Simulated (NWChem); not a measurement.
# GaBr₃; SMILES [Br][Ga]([Br])[Br]

```xyz
4

Ga     0.0000     0.0000     0.0000
Br     2.1240    -0.8406     0.0000
Br    -1.7900    -1.4191     0.0000
Br    -0.3340     2.2597     0.0000
```
Atoms are numbered in this order, from 1.

Program: NWChem. The geometry was optimised at PBE-D3(BJ)/def2-SVP. Vzz is the largest principal value of the second derivative of the potential at the nucleus (NWChem prints the opposite sign); η is the asymmetry. Non-relativistic.

For level PBE0/def2-SVP:

| Item | Value |
|---|---|
| Vzz Ga1 (a.u.) | 1.436 |
| Vzz Br4 (a.u.) | 4.387 |

Q: What are these values for level Hartree-Fock/def2-TZVP?

A: 
| Item | Value |
|---|---|
| Vzz Ga1 (a.u.) | 2.285 |
| Vzz Br4 (a.u.) | 3.978 |
